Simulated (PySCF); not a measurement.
Br (SMILES [Br-]), charge -1, singlet (in this run its highest filled SCF level lies above zero, so its values depend strongly on the basis, on diffuse functions most of all); PBE/pcseg-1 in PySCF.

PySCF was given this input:
```python
from pyscf import gto, scf, dft

mol = gto.M(
    atom='''
Br    0.000000    0.000000    0.000000
''',
    basis='pcseg-1',
    charge=-1,
    spin=0,
    verbose=4,
)

mf = dft.RKS(mol)
mf.xc = 'pbe'
mf.grids.level = 7
mf.kernel()
```

What the program printed (banner, timings and long lists left out):

```
PySCF version 2.14.0

[INPUT] verbose = 4
[INPUT] num. atoms = 1
[INPUT] num. electrons = 36
[INPUT] charge = -1
[INPUT] spin (= nelec alpha-beta = 2S) = 0
[INPUT] symmetry False subgroup None
[INPUT] Mole.unit = angstrom
[INPUT] Symbol           X                Y                Z      unit          X                Y                Z       unit  Magmom
[INPUT]  1 Br     0.000000000000   0.000000000000   0.000000000000 AA    0.000000000000   0.000000000000   0.000000000000 Bohr   0.0

nuclear repulsion = 0
number of shells = 3
number of NR pGTOs = 82
number of NR cGTOs = 27
basis = pcseg-1
ecp = {}

******** <class 'pyscf.dft.rks.RKS'> ********
method = RKS
initial guess = minao
damping factor = 0
level_shift factor = 0
DIIS = <class 'pyscf.scf.diis.CDIIS'>
diis_start_cycle = 1
diis_space = 8
diis_damp = 0
SCF conv_tol = 1e-09
SCF conv_tol_grad = None
SCF max_cycles = 50
direct_scf = True
direct_scf_tol = 1e-13
XC library pyscf.dft.libxc version 7.1.2
    S. Lehtola, C. Steigemann, M. J. T. Oliveira, and M. A. L. Marques,  SoftwareX 7, 1–5 (2018)
XC functionals = pbe
    J. P. Perdew, K. Burke, and M. Ernzerhof,  Phys. Rev. Lett. 77, 3865 (1996)
    J. P. Perdew, K. Burke, and M. Ernzerhof,  Phys. Rev. Lett. 78, 1396 (1997)
    J. P. Perdew, K. Burke, and M. Ernzerhof,  Phys. Rev. Lett. 77, 3865 (1996)
    J. P. Perdew, K. Burke, and M. Ernzerhof,  Phys. Rev. Lett. 78, 1396 (1997)
radial grids:
    Treutler-Ahlrichs [JCP 102, 346 (1995); DOI:10.1063/1.469408] (M4) radial grids

becke partition: Becke, JCP 88, 2547 (1988); DOI:10.1063/1.454033
pruning grids: <function nwchem_prune>
grids dens level: 7
symmetrized grids: False
atomic radii adjust function: <function treutler_atomic_radii_adjust>
small_rho_cutoff = 0
Set gradient conv threshold to 3.16228e-05
Initial guess from minao.
tot grids = 86640
init E= -2572.29918737284
  HOMO = -0.293567113583713  LUMO = 0.295084487677661  gap/eV = 16.01803
cycle= 1 E= -2573.5043226144  delta_E= -1.21  |g|= 0.321  |ddm|= 0.55
  HOMO = 0.120509712249262  LUMO = 0.65681452474038  gap/eV = 14.59360
cycle= 2 E= -2573.51358061938  delta_E= -0.00926  |g|= 0.308  |ddm|= 1.15
  HOMO = 0.0621122101618506  LUMO = 0.60644916417464  gap/eV = 14.81216
cycle= 3 E= -2573.53795020378  delta_E= -0.0244  |g|= 0.0113  |ddm|= 0.525
  HOMO = 0.0582676892617334  LUMO = 0.603609875786148  gap/eV = 14.83952
cycle= 4 E= -2573.53798748031  delta_E= -3.73e-05  |g|= 7.26e-05  |ddm|= 0.0192
  HOMO = 0.0582337560489149  LUMO = 0.603571983984481  gap/eV = 14.83941
cycle= 5 E= -2573.53798748101  delta_E= -7.01e-10  |g|= 3.95e-07  |ddm|= 8.77e-05
  HOMO = 0.0582336263932436  LUMO = 0.6035718623627  gap/eV = 14.83941
Extra cycle  E= -2573.53798748101  delta_E= -1.82e-12  |g|= 2.94e-07  |ddm|= 1.04e-06
converged SCF energy = -2573.53798748101
```
